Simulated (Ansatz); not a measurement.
`O=C([SiH3])O[SiH2]F`, relaxed with RKS PBE-D4/def2-SVP in the Gaussian-basis code of Ansatz from a rough embedded geometry. The force threshold is 0.03 eV/Å; the program also tests the step.

Charge 0, multiplicity 1.

Start:

```xyz
11

O    -1.025    0.236    1.329
C    -0.049    0.193    0.573
Si    1.574    0.957    1.204
O    -0.025   -0.247   -0.740
Si   -1.373   -1.003   -1.355
F    -0.972   -1.474   -2.863
H     2.694    0.013    1.122
H     1.503    1.519    2.545
H     1.960    2.100    0.269
H    -2.511   -0.053   -1.474
H    -1.776   -2.242   -0.609
```

Problem. By how much does the energy fall, and how many steps does the optimiser take? (Estimate.)

Solution. Ansatz gave: 27.70 kJ/mol, in 11 steps.

Problem. Which bonds change most? (Best estimate.)

Solution. The calculation gave: O4–Si5 from 1.664 to 1.741 Å; Si3–H8 from 1.456 to 1.498 Å; C2–Si3 from 1.901 to 1.939 Å; Si3–H7 from 1.467 to 1.501 Å.

Problem. Give the relaxed structure. (Best estimate.)

Solution. Ansatz gave: 
```xyz
11

O    -1.076    0.102    1.140
C    -0.026    0.199    0.518
Si    1.614    1.006    1.166
O     0.076   -0.277   -0.745
Si   -1.410   -0.993   -1.303
F    -1.009   -1.469   -2.810
H     2.701   -0.029    1.122
H     1.382    1.480    2.568
H     1.965    2.152    0.263
H    -2.480    0.039   -1.413
H    -1.738   -2.210   -0.506
```
